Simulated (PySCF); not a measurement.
**Exact mass, isotope pattern and composition**

Species: [Ag(NH3)2]+ (`[NH3]->[Ag+]<-[NH3]`).

Calculated from tabulated atomic weights, isotope masses and abundances; no fragmentation.

(1) Molar mass and exact mass?

(2) What cluster does the ion itself show when like nominal masses merge?

(3) What is the composition by mass?

(4) Count the protons, neutrons and electrons of the monoisotopic species, and give its exact less its nominal mass.

(5) Which singly substituted isotopologues are there?

## Answers

(1) For [AgH6N2]+, with standard atomic weights, 1 × 107.868 + 2 × 14.007 + 6 × 1.008 = 141.930 g/mol. From the most abundant isotopes (107Ag, 14N, 1H), 1 × 106.905097 + 2 × 14.003074 + 6 × 1.007825 = 140.9582 u for neutral atoms; the ion's mass is 140.9576 u once 1 electron mass (0.000549 u) is taken off.

(2) 
| nominal mass | m/z (centroid) | relative intensity |
| --- | --- | --- |
| 141 | 140.9576 | 100.0 |
| 142 | 141.9555 | 0.8 |
| 143 | 142.9573 | 92.9 |
| 144 | 143.9551 | 0.8 |

Lines under 0.1 % of the tallest are left out. Abundances used (%; other tables differ somewhat): 107Ag 51.839, 109Ag 48.161; 14N 99.632, 15N 0.368; 1H 99.9885, 2H 0.0115.

(3) Ag 76.00 %, N 19.74 %, H 4.26 %.

(4) 67 protons, 74 neutrons and 66 electrons; 140.9582 − 141 = -0.0418 u, electron masses as for neutral atoms.

(5) Intensity in % of the monoisotopic species:

```tsv
isotope	mass shift (u)	m/z	intensity (%)
15N	+0.99703	141.9547	0.74
2H	+1.00628	141.9639	0.07
109Ag	+1.99966	142.9573	92.90
```

Species under 0.02 % are left out.
